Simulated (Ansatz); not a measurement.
Stepwise reaction of `[OH][Ti]([OH])([OH])[OH]` with hydrogen sulfide, as a gas-phase model of exchange steps in deposition or etching. ΔE in kJ/mol.

Calculated with Ansatz (gas phase, PBE0-D4/def2-TZVP geometries, no zero-point term in ΔE). CCSD(T)/CBS adds triple-zeta CCSD(T) − MP2 to the extrapolated MP2 energy (def2 sets, frozen cores). This one scheme is used for every species. DFT in def2-TZVPP. B3LYP here is the variant with VWN-RPA as its local correlation; programs differ in this. For Ti outer-core shells are correlated without core-valence functions, which leaves a few kJ/mol of doubt a bond. Scalar relativity is left out up to krypton. Each species was taken in one conformer, which may not be the lowest.

| step | reaction | PBE-D4 | B3LYP-D4 | ωB97M-V | CCSD(T)/CBS |
| --- | --- | --- | --- | --- | --- |
| 1 | `[OH][Ti]([OH])([OH])[OH]` + H₂S → `[OH][Ti]([OH])([OH])[SH]` + H₂O | 20.4 | 26.8 | 28.8 | 20.9 |
| 3 | `[OH][Ti]([OH])([SH])[SH]` + H₂S → `[OH][Ti]([SH])([SH])[SH]` + H₂O | 23.8 | 31.0 | 35.4 | 22.9 |
| 4 | `[OH][Ti]([SH])([SH])[SH]` + H₂S → `[SH][Ti]([SH])([SH])[SH]` + H₂O | 31.3 | 38.8 | 44.1 | 29.4 |

(1) Give the row of step 2, `[OH][Ti]([OH])([OH])[SH]` + H₂S → `[OH][Ti]([OH])([SH])[SH]` + H₂O. (Best estimate.)

(2) By hand: ΔE of the 4 steps together at CCSD(T)/CBS.

## Answers

(1) Computed: 
```tsv
step	reaction	PBE-D4	B3LYP-D4	ωB97M-V	CCSD(T)/CBS
2	`[OH][Ti]([OH])([OH])[SH]` + H₂S → `[OH][Ti]([OH])([SH])[SH]` + H₂O	20.2	26.6	30.0	19.5
```

(2) (20.9) + (19.5) + (22.9) + (29.4) = 92.7 kJ/mol, or 23.2 kJ/mol a step.

In ΔE step 2 is the lowest and step 4 the highest. All are uphill at CCSD(T)/CBS. PBE-D4 differs from CCSD(T)/CBS by -0.5 to 1.9 kJ/mol a step. Isolated molecules leave out the surface, adducts and barriers. Largest T1 diagnostic: 0.029.
